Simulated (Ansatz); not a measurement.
The cluster In2As. The state is a quartet with charge 0. Geometry PBE-D4/def2-TZVP; atoms count from 1.

```xyz
3

In   -1.417   -0.855    0.456
In    0.314    1.013   -1.350
As    1.103   -0.158    0.894
```

In the def2 sets In takes a core potential; there is no spin–orbit coupling. At PBE0-D4/def2-TZVP a doublet of charge 0 lies 1.02 eV below the quartet, each at its own geometry. The structure comes from a short search, and lower isomers may exist.

(1) Estimate the Mulliken populations from the PBE0/def2-TZVP orbitals of Ansatz.

(2) Where does the spin sit?

(3) And the Mayer bond orders between heavy atoms (over 0.3)?

Answers

(1) 
```tsv
atom	charge (e)	spin (α − β)
In1	0.16	0.86
In2	0.16	0.86
As3	-0.31	1.29
```
Mulliken values depend strongly on the basis.

(2) Summed by element: In 1.71, As 1.29, of 3 unpaired in all. Largest on single atoms: As3 1.29, In1 0.86, In2 0.86.

(3) In1–In2 0.65 (3.12 Å); In1–As3 1.07 (2.65 Å); In2–As3 1.07 (2.65 Å).
